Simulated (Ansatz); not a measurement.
Molecule: GaCl (charge -1, doublet). 
Geometry from a B3LYP-D3(BJ)/def2-TZVP (Ansatz, a program for electronic structure) optimisation:
```
Ga
Cl 1 2.4602
```
Charge -1, spin multiplicity 2.

Parts of the frozen-core correlation energy in def2-SVP (Ansatz, hartree). Frozen orbitals: 19; correlated occupied orbitals by spin: 6 and 5; virtual: 25 and 26. UHF or UKS for open shells. No spin-orbit coupling. Non-relativistic.

```csv
term,value
reference (HF),-2382.40749
MP2 opposite-spin,[?]
MP2 same-spin,[?]
CCSD correlation,[?]
(T),-0.00396
CCSDT minus CCSD(T),-0.00060
T1 diagnostic,0.014
largest doubles amplitude,0.078
<S^2> of the reference,0.764
```

### Question
What belongs in the gaps?

### Answer

- MP2 opposite-spin, value: -0.13088
- MP2 same-spin, value: -0.04297
- CCSD correlation, value: -0.19795
